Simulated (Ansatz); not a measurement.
Compare A (`CB(N)Br`) with its isomer B (`NBCBr`).

Program: Ansatz. Geometries: PBE0-D4/def2-TZVP. ΔE: electronic, gas phase. CCSD(T)/CBS is the MP2 limit (def2-TZVPP, def2-QZVPP) plus CCSD(T) − MP2 in def2-TZVPP, frozen cores. Functionals use def2-TZVPP. B3LYP here is the variant with VWN-RPA as its local correlation; programs differ in this. For Br outer-core shells are correlated without core-valence functions, which leaves a few kJ/mol of doubt a bond. Scalar relativity is left out up to krypton. Each species was taken in one conformer, which may not be the lowest.

(1) Which is lower in electronic energy at CCSD(T)/CBS, and by how much? (Best estimate.)

(2) Give E(B) − E(A) in kcal/mol with PBE-D4, B3LYP, MP2/def2-TZVPP, B3LYP-D4, HF/def2-TZVPP, BLYP-D4, LDA (SPW92). (An estimate is asked.)

(3) Does the order hold for the free energy at 298.15 K (harmonic terms from PBE0-D4)? (Best estimate.)

Largest T1 diagnostic: 0.010.

Answers

(1) Ansatz gave: A, by 31.5 kcal/mol.

(2) The calculation gave: PBE-D4 30.5, B3LYP 30.5, MP2/def2-TZVPP 32.7, B3LYP-D4 30.5, HF/def2-TZVPP 32.3, BLYP-D4 29.3, LDA (SPW92) 31.2. None reverses the order clearly.

(3) Computed: Yes: G(B) − G(A) = +31.2 kcal/mol, for one conformer each.

At CCSD(T), def2-SVP lies +2.1 kcal/mol from the extrapolated value and def2-TZVPP −0.2 kcal/mol. Leaving LDA and LC-ωPBE aside and taking each functional with its dispersion term where it has one, the values, not all of them listed here, spread over 3.5 kcal/mol, from BLYP-D4 to B97M-V.
